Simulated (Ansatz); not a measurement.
Relaxation of GeMe2 (C₂H₆Ge) with RKS PBE-D4/def2-TZVP.

```sh
$ ansatz run in.yaml --threads 4 --pin off --events-out ev --progress --plain --max-ram 3916MiB
```

```yaml
crystal:
  periodic: [false, false, false]
  atoms:
    - {symbol: Ge, position_ang: [0.001250, 0.011220, -1.411020]}
    - {symbol: C, position_ang: [1.492900, -0.014550, -0.029690]}
    - {symbol: H, position_ang: [1.431650, -0.918750, 0.575230]}
    - {symbol: H, position_ang: [1.406570, 0.836980, 0.644470]}
    - {symbol: H, position_ang: [2.484060, 0.016960, -0.481240]}
    - {symbol: C, position_ang: [-1.492630, 0.013620, -0.030890]}
    - {symbol: H, position_ang: [-1.440740, 0.916610, 0.577110]}
    - {symbol: H, position_ang: [-1.400760, -0.838700, 0.641020]}
    - {symbol: H, position_ang: [-2.482310, -0.023380, -0.484990]}
basis:
  gaussian: {orbitals: def2-TZVP}
hamiltonian: {xc: pbe, dispersion: d4}
scf: {lower_state_search: "off"}
output: {orbitals: {seedname: orbitals}}
relax: {f_tol: 0.02, max_steps: 100}
```

Hardware: 4 threads of Arm Neoverse V2 on a shared host. Wall time 3.1 s.

Positions (Å) and forces (eV/Å) at steps 1, 2, 3, 4 of 4:

```xyz
9
step=1 energy=-58678.4991 eV
Ge    0.001    0.011   -1.411   -0.005   -0.003    0.397
C     1.493   -0.015   -0.030   -0.111    0.043   -0.533
H     1.432   -0.919    0.575   -0.130   -0.341    0.255
H     1.407    0.837    0.644   -0.143    0.305    0.284
H     2.484    0.017   -0.481    0.237    0.002   -0.202
C    -1.493    0.014   -0.031    0.120   -0.032   -0.537
H    -1.441    0.917    0.577    0.128    0.341    0.253
H    -1.401   -0.839    0.641    0.145   -0.311    0.285
H    -2.482   -0.023   -0.485   -0.241   -0.003   -0.202
9
step=2 energy=-58678.5212 eV
Ge    0.001    0.011   -1.392   -0.002    0.000    0.038
C     1.495   -0.013   -0.032   -0.074    0.021   -0.180
H     1.413   -0.925    0.575   -0.018   -0.090    0.098
H     1.389    0.843    0.649   -0.019    0.072    0.104
H     2.490    0.018   -0.492    0.028   -0.001   -0.041
C    -1.495    0.012   -0.034    0.077   -0.017   -0.181
H    -1.421    0.923    0.576    0.017    0.088    0.097
H    -1.384   -0.845    0.645    0.019   -0.073    0.105
H    -2.489   -0.024   -0.495   -0.028    0.001   -0.041
9
step=3 energy=-58678.5228 eV
Ge    0.001    0.011   -1.400    0.000   -0.001    0.051
C     1.480   -0.013   -0.034    0.029    0.009   -0.048
H     1.397   -0.930    0.575    0.005    0.010   -0.006
H     1.369    0.840    0.658    0.004   -0.016   -0.008
H     2.476    0.022   -0.495    0.009   -0.003    0.036
C    -1.480    0.012   -0.035   -0.028   -0.008   -0.048
H    -1.404    0.928    0.576   -0.005   -0.011   -0.006
H    -1.364   -0.842    0.654   -0.005    0.016   -0.008
H    -2.475   -0.027   -0.498   -0.009    0.002    0.036
9
step=4 energy=-58678.5235 eV
Ge    0.001    0.010   -1.397    0.000   -0.001    0.003
C     1.486   -0.013   -0.036   -0.008    0.007   -0.010
H     1.403   -0.931    0.571    0.004    0.003    0.000
H     1.372    0.836    0.659    0.004   -0.008    0.001
H     2.483    0.024   -0.492   -0.004   -0.002    0.006
C    -1.486    0.012   -0.037    0.008   -0.006   -0.010
H    -1.410    0.929    0.572   -0.005   -0.003    0.001
H    -1.367   -0.838    0.655   -0.005    0.008    0.001
H    -2.482   -0.029   -0.495    0.003    0.001    0.006
```
